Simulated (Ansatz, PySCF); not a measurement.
This Ansatz (a program for electronic structure) input computes a PBE0/def2-TZVPD energy:

Ansatz 0.2 input:
```yaml
crystal:
  periodic: [false, false, false]
  atoms:
    - {symbol: Si, position_ang: [1.50046285, 0.68430270, 0.00228477]}
    - {symbol: C, position_ang: [0.33424233, -0.78273079, -0.14587865]}
    - {symbol: Si, position_ang: [-1.48186652, -0.32383711, 0.05284199]}
    - {symbol: H, position_ang: [1.21581750, 1.69634556, -1.05012158]}
    - {symbol: H, position_ang: [1.38288233, 1.32204068, 1.34104461]}
    - {symbol: H, position_ang: [0.59286533, -1.52715795, 0.61201632]}
    - {symbol: H, position_ang: [0.47171270, -1.25571829, -1.12201755]}
    - {symbol: H, position_ang: [-1.87323708, 0.65442861, -0.98867495]}
    - {symbol: H, position_ang: [-1.70735597, 0.28277585, 1.38554882]}
    - {symbol: H, position_ang: [-2.34848746, -1.52284793, -0.07429836]}
basis:
  gaussian:
    orbitals: def2-TZVPD
hamiltonian:
  xc: {name: PBE0}
magnetization: {spin_polarized: true, initial_magnetization: 1}
output: {forces: true}
```

Question: Write an input for the same energy in PySCF and say what it gives.

Answer: 
```python
from pyscf import gto, scf, dft

mol = gto.M(
    atom='''
    Si    1.50046285    0.68430270    0.00228477
    C     0.33424233   -0.78273079   -0.14587865
    Si   -1.48186652   -0.32383711    0.05284199
    H     1.21581750    1.69634556   -1.05012158
    H     1.38288233    1.32204068    1.34104461
    H     0.59286533   -1.52715795    0.61201632
    H     0.47171270   -1.25571829   -1.12201755
    H    -1.87323708    0.65442861   -0.98867495
    H    -1.70735597    0.28277585    1.38554882
    H    -2.34848746   -1.52284793   -0.07429836
    ''',
    basis='def2-tzvpd',
    charge=0,
    spin=1,
    verbose=4,
)

mf = dft.UKS(mol, xc='pbe0').density_fit(auxbasis='def2-universal-jkfit')
mf.grids.level = 3
mf.conv_tol = 1e-9
mf.max_cycle = 100
mf.max_memory = 1500
mf.kernel()
if not mf.converged:
    mf = mf.newton()
    mf.kernel(mf.make_rdm1())
for _ in range(2):
    mo, _, stable, _ = mf.stability(return_status=True)
    if stable:
        break
    mf.kernel(mf.make_rdm1(mo, mf.mo_occ))
mf.analyze()
```
It gives -620.98228 Eh, and Ansatz -620.98220 Eh, a difference of 0.08 mEh, from the treatment of integrals and grids.

It need not be the lowest isomer of its formula.
